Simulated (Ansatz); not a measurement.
Basis-set series for CH₃Cl₂Si, SMILES `C[Si](Cl)Cl` radical. Total charge 0; spin multiplicity 2. All single points use the PBE0-D4/def2-TZVP geometry.

```csv
functional,basis,functions,energy (Eh),HOMO (eV),LUMO (eV)
PBE0-D4,def2-SVP,83,-1248.99558,-6.30,-2.64
PBE0-D4,def2-QZVPP,357,-1249.50328,-6.44,-2.76
ωB97M-V,def2-SVP,83,-1249.37132,-8.02,-1.00
ωB97M-V,def2-QZVPP,357,-1249.87652,-8.19,-1.22
```

Give the rows for def2-TZVPP. (An estimate is asked.)

Computed: 
| functional | basis | functions | energy (Eh) | HOMO (eV) | LUMO (eV) |
| --- | --- | --- | --- | --- | --- |
| PBE0-D4 | def2-TZVPP | 199 | -1249.46402 | -6.40 | -2.71 |
| ωB97M-V | def2-TZVPP | 199 | -1249.83906 | -8.14 | -1.12 |

HOMO and LUMO are taken over both spins.
